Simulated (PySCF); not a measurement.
An equivalent PySCF input for Cu⁺ (copper, charge +1), [Ar] 3d10, closed-shell 1S, with scalar relativity through the core potential:

```python
from pyscf import gto, scf, dft, mp, cc
import basis_set_exchange as bse
txt = bse.get_basis("aug-cc-pVDZ-PP", elements=["Cu"], fmt="nwchem", header=False)
cut = txt.index("\nECP")
mol = gto.M(atom="Cu 0 0 0", charge=1, spin=0, symmetry="D2h",
            basis=gto.basis.parse(txt[:cut]),
            ecp={"Cu": gto.basis.parse_ecp(txt[cut:])})
mf = dft.UKS(mol, xc="M062X")
mf.irrep_nelec = {'Ag': (3, 3), 'B1g': (1, 1), 'B2g': (1, 1), 'B3g': (1, 1), 'B1u': (1, 1), 'B2u': (1, 1), 'B3u': (1, 1)}
mf.kernel()
```

It reaches the same state as the run whose output follows, with an energy that differs only through the grid. The run itself started from symmetry-adapted Hartree-Fock orbitals and held the occupation by maximum overlap, on a logarithmic radial grid, so the iterations belong to that start.

```
SCF conv_tol = 1e-09
number electrons alpha = 9  beta = 9
XC functionals = M062X
    Y. Zhao and D. G. Truhlar.,  Theor. Chem. Acc. 120, 215 (2008)
    Y. Zhao and D. G. Truhlar.,  Theor. Chem. Acc. 120, 215 (2008)
cycle= 1 E= -197.055525772944  delta_E= -0.0112  |g|= 0.0395  |ddm|= 0.404
cycle= 2 E= -197.054937766426  delta_E= 0.000588  |g|= 0.0783  |ddm|= 0.0531
cycle= 3 E= -197.055788624294  delta_E= -0.000851  |g|= 0.00397  |ddm|= 0.0671
cycle= 4 E= -197.055790738824  delta_E= -2.11e-06  |g|= 0.00015  |ddm|= 0.00599
cycle= 5 E= -197.055790742558  delta_E= -3.73e-09  |g|= 1.39e-05  |ddm|= 8.5e-05
cycle= 6 E= -197.055790742586  delta_E= -2.72e-11  |g|= 3.4e-08  |ddm|= 1.14e-05
converged SCF energy = -197.055790742586  <S^2> = -8.8817842e-15  2S+1 = 1
```

Energies and moments cover only the electrons outside the core potential.
